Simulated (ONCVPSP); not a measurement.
u(r) = r·R(r): atom against pseudo-atom (cobalt)

Columns: radius, all-electron u(r) and pseudo u(r) of the 3d shell (level -8.23 eV) of cobalt in the configuration [Ne] 3s2 3p6 3d7 4s2; PBEsol, scalar-relativistic, ONCV scheme, ONCVPSP 4.0.1.

```tsv
r (bohr)	all-electron	pseudo
0.082	0.0516	0.0048
0.165	0.2281	0.0374
0.248	0.4475	0.1174
0.330	0.6415	0.2482
0.413	0.7893	0.4229
0.495	0.8847	0.6150
0.578	0.9359	0.8009
0.660	0.9518	0.9495
0.742	0.9431	1.0454
0.825	0.9173	1.0822
0.908	0.8810	1.0639
0.990	0.8390	1.0054
1.072	0.7941	0.9243
1.155	0.7476	0.8355
1.238	0.7016	0.7520
1.320	0.6574	0.6814
1.402	0.6151	0.6237
1.485	0.5743	0.5762
1.568	0.5359	0.5360
1.650	0.5003	0.5002
1.733	0.4665	0.4665
1.815	0.4354	0.4354
1.898	0.4060	0.4060
1.980	0.3790	0.3790
2.062	0.3539	0.3538
2.145	0.3301	0.3301
```

(1) How many radial nodes do the two functions have?

(2) At about which radius was the pseudo-wave matched?

(3) Is the pseudo-wave norm-conserving?

Results:

(1) The all-electron 3d function has n − l − 1 = 0; the pseudo-wave has 0.

(2) 1.65 bohr, where the columns begin to agree (steps of 0.08 bohr).

(3) Yes: the ONCV scheme keeps the norm inside the radius equal to the all-electron one, which fixes the energy derivative of the logarithmic derivative at the level.
